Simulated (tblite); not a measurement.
Run record: tight-binding relaxation, `C=C1CC[N@@+](C)([GaH3-])C1`.

Computed with GFN2-xTB geometry optimisation, gas phase (tblite 0.8.0). Start geometry: from a force field or distance geometry. The input is one job of a driver script: a line of settings, then coordinates in Å.

Command:
```bash
OMP_NUM_THREADS=1 python probes_run.py task.json out
```

Input:
```
{"job": {"kind": "relax", "xc": "GFN2-xTB", "basis": "xTB"}, "charge": 0, "multiplicity": 1}
C     -2.845000    -0.137100    -0.548600
C     -1.568100    -0.283600    -0.246000
C     -0.782500    -1.531700    -0.468600
C      0.533800    -1.223800     0.214000
N      0.661000     0.240500     0.347600
C      1.416200     0.616000     1.546100
Ga     1.598300     0.957300    -1.224600
C     -0.716200     0.766100     0.398500
H     -3.356100     0.800500    -0.343900
H     -3.414200    -0.946300    -1.002800
H     -1.297700    -2.411600    -0.020000
H     -0.647300    -1.683700    -1.561100
H      1.379300    -1.687300    -0.321500
H      0.510600    -1.712200     1.226000
H      0.926200     0.240800     2.472200
H      1.491800     1.724500     1.648800
H      2.451800     0.200000     1.512800
H      3.070800     0.307200    -1.301200
H      1.711900     2.558100    -1.086000
H      0.778000     0.581800    -2.545900
H     -0.834400     1.736500    -0.138400
H     -1.078400     0.907200     1.441800
```

Output:
```
step      E/eV     max force
  0    -655.34358    1.886
  1    -655.47845    1.407
  2    -655.58196    0.590
  3    -655.61686    0.521
  4    -655.63790    0.418
  5    -655.64706    0.208
  6    -655.65417    0.214
  7    -655.66216    0.277
  8    -655.66842    0.300
  9    -655.67307    0.163
... (70 lines left out)
 80    -655.74576    0.023
 81    -655.74586    0.021
 82    -655.74594    0.020
 83    -655.74600    0.019
 84    -655.74605    0.020
 85    -655.74611    0.017
 86    -655.74617    0.016
 87    -655.74621    0.014
 88    -655.74623    0.011
 89    -655.74625    0.009
```

«max force» is the largest atomic force in eV/Å.

From which step on does the largest force stay under 0.1 eV/Å, and how much energy is left to gain from there?

From step 34 (0.096 eV/Å), 23.8 meV above the end.

Summary of the converged run: energy lowered by 9.3 kcal/mol over 89 steps; largest atomic force 0.009 eV/Å at the end.

Where do the atoms end?

0.333 Å rms from the input after alignment:
```
atom  x, y, z in Å
C1    -2.7637   -0.1264   -0.7118
C2    -1.5223   -0.2842   -0.2922
C3    -0.6367   -1.4797   -0.5243
C4     0.5117   -1.2416    0.4456
N5     0.6430    0.2156    0.4376
C6     1.4883    0.6987    1.5164
Ga7    1.4056    0.8920   -1.3764
C8    -0.7341    0.7032    0.5263
H9    -3.3207    0.7725   -0.5108
H10   -3.2661   -0.8899   -1.2798
H11   -1.1522   -2.4254   -0.3620
H12   -0.2559   -1.4593   -1.5534
H13    1.4501   -1.7019    0.1264
H14    0.2568   -1.5961    1.4545
H15    1.1284    0.3566    2.4933
H16    1.5084    1.7898    1.4981
H17    2.5064    0.3357    1.3565
H18    2.5136   -0.1471   -1.6116
H19    1.8770    2.2985   -0.9746
H20    0.2314    0.8825   -2.3615
H21   -0.7969    1.7247    0.1326
H22   -1.0825    0.7013    1.5702
```

Hardware: an Arm Neoverse N1 with one thread, no GPU, shared host with 64 logical CPUs at a one-minute load of 58. Cost: 1.3 s wall.
Labels such as C1 count atoms from 1, the log's own numbers from 0.
